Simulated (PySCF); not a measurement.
## RbCl: everyday levels beside a composite calculation

PySCF; the state is a singlet (closed shell). The composite is CCSD(T) extrapolated to the basis-set limit from two correlation-consistent sets, with core-valence (CV) and scalar-relativistic (SR) terms as its label shows; it has no spin–orbit coupling and nothing beyond (T). Here it is CCSD(T)/CBS(DT)+CV. It gives Re = 2.791 Å, ωe = 233 cm⁻¹ and De = 4.32 eV to Rb + Cl.

| level | basis | relativity | Re (Å) | ωe (cm⁻¹) | De (eV) |
| --- | --- | --- | --- | --- | --- |
| RHF | x2c-TZVPPall | spin-free X2C | 2.858 | 223 | 3.24 |
| RHF-MP2 | def2-SVP | scalar-relativistic core potentials | 2.829 | 249 | 3.73 |
| RHF-MP2 | x2c-TZVPPall | spin-free X2C | 2.772 | 241 | 4.34 |
| RHF-CCSD | def2-SVPD | scalar-relativistic core potentials | 2.896 | 222 | 4.02 |
| RHF-CCSD(T) | def2-SVP | scalar-relativistic core potentials | 2.832 | 248 | 3.59 |
| RHF-CCSD(T) | def2-SVPD | scalar-relativistic core potentials | 2.897 | 222 | 4.08 |
| PBEsol | x2c-TZVPPall | spin-free X2C | 2.745 | 241 | 4.48 |
| revPBE | def2-SVP | scalar-relativistic core potentials | 2.848 | 230 | 4.06 |
| PBE0 | def2-SVPD | scalar-relativistic core potentials | 2.856 | 225 | 4.28 |
| M06 | x2c-TZVPPall | spin-free X2C | 2.792 | 234 | 4.67 |

Q: Give the difference of each row from the composite.

A: 

| level | basis | ΔRe (pm) | Δωe (%) | ΔDe (eV) |
| --- | --- | --- | --- | --- |
| RHF | x2c-TZVPPall | +6.7 | -4.3 | -1.08 |
| RHF-MP2 | def2-SVP | +3.8 | +6.9 | -0.59 |
| RHF-MP2 | x2c-TZVPPall | -1.9 | +3.4 | +0.02 |
| RHF-CCSD | def2-SVPD | +10.5 | -4.7 | -0.30 |
| RHF-CCSD(T) | def2-SVP | +4.1 | +6.4 | -0.73 |
| RHF-CCSD(T) | def2-SVPD | +10.6 | -4.7 | -0.24 |
| PBEsol | x2c-TZVPPall | -4.6 | +3.4 | +0.16 |
| revPBE | def2-SVP | +5.7 | -1.3 | -0.26 |
| PBE0 | def2-SVPD | +6.5 | -3.4 | -0.04 |
| M06 | x2c-TZVPPall | +0.1 | +0.4 | +0.35 |

Q: Which rows come closest in De?

A: RHF-MP2 in x2c-TZVPPall (+0.02 eV), counted from the composite.

Correlated steps freeze the inner cores (5 to 19 orbitals); shallow outer-core shells are correlated. Correlated levels converge slowly with the basis: in double zeta they bind strong bonds too weakly, by up to about 1 eV, and carry superposition errors of some tenths. Where the molecule has an RHF reference, its open-shell atoms are computed with UHF.
